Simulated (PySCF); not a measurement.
Species: C6H7FS.
SMILES with atom numbers: `[F:1]/[CH:2]=[C:3]1\[CH2:4][CH2:5][C:6](=[S:7])[CH2:8]1`

Definitions: NICS(0) = −σiso at the ring centroid; NICS(1) = −σiso and NICS(1)zz = −σzz at ±1 Å along the ring normal z. Level: GIAO PBE0/pcSseg-1 (PySCF, non-relativistic, gas phase) on the GFN2-xTB geometry, one conformer.

Ring bond lengths (Å), with Mayer bond orders in brackets: C3–C4 1.504 (1.01), C4–C5 1.530 (1.02), C5–C6 1.495 (0.98), C6–C8 1.497 (0.94), C8–C3 1.500 (0.97).

Question: Give the NICS values of each ring in ppm.

Answer: 
```csv
ring,type,NICS(0),"NICS(1), two faces","NICS(1)zz, two faces",rms pucker (Å),"centre to ring atoms, mean (Å)"
C3–C4–C5–C6–C8,5-membered carbocycle; formal bonds all single,4.1,-1.6 / -1.7,-2.1 / -1.6,0.10,1.27
```

Question: What do they say, and how far can they be read as aromaticity?

Answer: 
- C3–C4–C5–C6–C8: mean NICS(1)zz -1.9 ppm, near zero. C4, C5, C8 have four or more neighbours, and the NICS criterion for π rings isn't applied. NICS(0) lies 6 ppm above the mean NICS(1).

Time: 45 s of wall time. Hardware: one thread of an Arm Neoverse N1, on a shared host. This is the whole shielding run at PBE0/pcSseg-1, SCF included.
